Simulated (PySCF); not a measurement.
Computed with TPSSh-D3(BJ)/def2-TZVP // r2SCAN-D4/def2-SVP in PySCF. Gas-phase values, no solvent. 

Reference species: [W(Cl)6] (neutral, multiplicity 1).

| Quantity | Result |
|---|---|
| coordination number | 6 |
| LUMO | -5.59 eV |

Changed species: [W(F)6] (6 of 6 Cl replaced by F; the reference has 0 of 6 Cl replaced by F).

Question: What does the change do to the coordination number and LUMO?

Answer: the coordination number hardly moves; the LUMO goes up by 0.55 eV, to -5.04 eV.
